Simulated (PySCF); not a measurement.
# `Cl[C@H]1C[C@]2(Cl)CC[C@H]12`, C$_{6}$H$_{8}$Cl$_{2}$

Cartesian coordinates in Å; atom numbers follow the order of the lines, from 1:
```xyz
16

Cl   -2.8171    1.2745   -0.1644
C    -1.0598    1.0249   -0.1552
C    -0.4701    0.7293    1.2333
C     0.0407   -0.6199    0.7142
Cl   -0.3337   -2.0253    1.7113
C     1.4283   -0.6063    0.0605
C     0.7731   -0.3589   -1.3117
C    -0.6165   -0.3575   -0.6570
H    -0.6207    1.8704   -0.6844
H    -1.2324    0.6234    2.0017
H     0.2958    1.4218    1.5778
H     1.9443   -1.5600    0.1347
H     2.0858    0.1822    0.4210
H     0.9149   -1.1761   -2.0140
H     1.0463    0.5769   -1.7947
H    -1.3864   -0.9907   -1.0845
```

Computed with TDDFT PBE0/def2-SVPD circular dichroism and optical rotation, one conformer, gas phase (PySCF 2.14.0). Geometry: GFN2-xTB.

States above about 8.0 eV (minus the energy of the highest occupied orbital) lie near or above the ionisation threshold and depend on the basis.

**Question.** Draw the ECD and absorption spectra from the lowest 16 states, each a Gaussian of half-width 0.25 eV at 1/e height.

**Answer.** 
| E (eV) | λ (nm) | Δε (L mol⁻¹ cm⁻¹) | ε (L mol⁻¹ cm⁻¹) |
| --- | --- | --- | --- |
| 6.11 | 203 | -0.02 | 7.27 |
| 6.26 | 198 | -0.18 | 56.4 |
| 6.41 | 194 | -0.74 | 216 |
| 6.56 | 189 | -1.71 | 427 |
| 6.71 | 185 | -2.47 | 486 |
| 6.86 | 181 | -2.21 | 404 |
| 7.01 | 177 | -0.90 | 305 |
| 7.16 | 173 | +0.46 | 327 |
| 7.31 | 170 | +1.43 | 906 |
| 7.46 | 166 | +1.27 | 2670 |
| 7.61 | 163 | -2.32 | 5030 |
| 7.76 | 160 | -5.13 | 6240 |
| 7.91 | 157 | +2.82 | 6250 |
| 8.06 | 154 | +16.11 | 5960 |
| 8.21 | 151 | +15.20 | 5310 |

Δε uses R in velocity form, ε uses f in length form. Only the states computed contribute, so the short-wavelength end is incomplete.
